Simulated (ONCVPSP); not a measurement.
**Before and after: ONCV potential for lutetium (Lu)**

ONCVPSP 4.0.1 input, shortened (lines: element, Z, core and valence counts, functional; n l f; lmax; l rc ep ncon nbas qcut; lloc lpopt rc5 dvloc0; l nproj debl; icmod fcfact rcfact), PBE, scalar-relativistic:

```
  Lu 71.00    9    4        4      upf
    1    0    2.00
    2    0    2.00
    2    1    6.00
    3    0    2.00
    3    1    6.00
    3    2   10.00
    4    0    2.00
    4    1    6.00
    4    2   10.00
    4    3   14.00
    5    0    2.00
    5    1    6.00
    5    2    1.00
    3
    0    1.65    0.00    4    7    8.10
    1    1.35    0.00    4    8    5.90
    2    2.50    0.00    4    8    5.20
    3    0.55    0.00    5    8   17.90
    4    5    0.55    4.00
    0    2    0.80
    1    2    2.40
    2    2    3.70
    3    1    1.80
    3    2.00    1.05
```

In the s channel the program set the typed energies aside and used -2.785, 0.250 Ha.

Change: core correction Teter function, fcfact 7.7, rcfact 1.05.

Cutoffs: the cutoffs (Ha) at which the residual kinetic energy of the hardest occupied pseudo-wave falls to 1 and 0.1 mHa per electron; they do not see the model core or the augmentation charge, which bear on the density cutoff. Errors are all-electron minus pseudo energies relative to the spin-unpolarised reference configuration.

Task: Predict the effect on cutoff, ghosts and configuration errors.

Result: The potential gets neither clearly harder nor softer (878 Ha and 955 Ha → 878 Ha and 955 Ha); both files keep a bound ghost (p, s); the errors of the 3 common tests hardly move. A model core, the more so a compact one, raises the density cutoff, which this test does not measure.

| quantity | base | changed |
| --- | --- | --- |
| cutoff, loose | 878 Ha | 878 Ha |
| cutoff, tight | 955 Ha | 955 Ha |
| bound ghosts | s, p | s, p |
| GHOST(+) flags under 300 eV | none | none |
| tests with a reliable result | 3 of 4 | 3 of 4 |
| error for 4f14 5s2 5p6 5d1 6s1, meV [ΔE -13.28 eV] | +4.1 | +4.1 |
| error for 4f14 5s2 5p6 5d0, meV [ΔE 19.96 eV] | -3.2 | -3.3 |
| error for 4f13 5s2 5p6 5d0, meV [ΔE 66.67 eV] | +87 | +83 |
| s: phases at 1.67 bohr within 0.05 rad from the reference energy up to (Ha; the scan ends near 5) | to the end of the scan | to the end of the scan |
| p: phases at 1.37 bohr within 0.05 rad from the reference energy up to (Ha; the scan ends near 5) | to the end of the scan | to the end of the scan |
| d: phases at 2.54 bohr within 0.05 rad from the reference energy up to (Ha; the scan ends near 5) | to the end of the scan | to the end of the scan |
| f: phases at 0.56 bohr within 0.05 rad from the reference energy up to (Ha; the scan ends near 5) | to the end of the scan | to the end of the scan |
| rms error of d²Exc/dni dnj with the model core, mHa | 4.33 | 2.59 |

 A true bound ghost makes a file unfit for plane-wave use even where its test errors are small: the radial tests pick states by their node count and pass the ghost by.
